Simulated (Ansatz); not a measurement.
```yaml
crystal:
  periodic: [true, true, true]
  atoms:
    - {symbol: F, position_ang: [0.237422, -2.667192, 1.429382]}
    - {symbol: In, position_ang: [0.958008, -0.892378, 0.853352]}
    - {symbol: F, position_ang: [2.529874, -1.012930, 0.982107]}
    - {symbol: Si, position_ang: [-0.717410, 0.784297, -0.524740]}
    - {symbol: H, position_ang: [0.258925, 1.232143, -1.853679]}
    - {symbol: H, position_ang: [-1.141422, 1.762310, 0.361126]}
    - {symbol: H, position_ang: [-1.652684, 0.181619, -1.024973]}
basis:
  gaussian: {orbitals: def2-TZVPD}
magnetization: {spin_polarized: true, initial_magnetization: 0}
hamiltonian: {xc: {name: B2GP-PLYP}}
```

```sh
$ ansatz run in.yaml --threads 2 --pin off --events-out ev --progress --plain --max-ram 22528MiB --backend cpu
```

Shortened log:

```
Error: YAML parse error: error: line 2 column 3: crystal: missing field `lattice` (a structure is typed as `lattice` and `atoms`, a molecule's as `atoms` in Å alone, or read from a run's directory, `checkpoint`)
 --> <input>:2:3
1 | crystal:
2 |   periodic: [true, true, true]
3 |   atoms:
4 |     - {symbol: F, position_ang: [0.237422, -2.667192, 1.429382]}
```

Something in this input is off. What?

The molecule is marked periodic without a cell. The program refused the input.
